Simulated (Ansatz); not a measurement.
A structure relaxed at B3LYP-D4/def2-SVP in Ansatz, charge 0, singlet:

```xyz
4

Nb   -1.014   -0.437   -0.168
Nb    1.014    0.437    0.168
S    -0.717    1.013    1.690
S     0.717   -1.012   -1.690
```

Q: Give its formula and point group.

A: the cluster Nb2S2. Point group D2h (tolerance 0.1 Å).

Q: Summarise the bond lengths by kind (pairs closer than 1.2 times the sum of covalent radii, bridged metal pairs left out).

A: 4 × Nb–S 2.38 Å.

In the def2 sets Nb takes a core potential; there is no spin–orbit coupling. The restricted singlet is unstable towards broken spin symmetry at other levels; at B3LYP-D4/def2-SVP this wasn't settled. The structure comes from a short search, and lower isomers may exist.
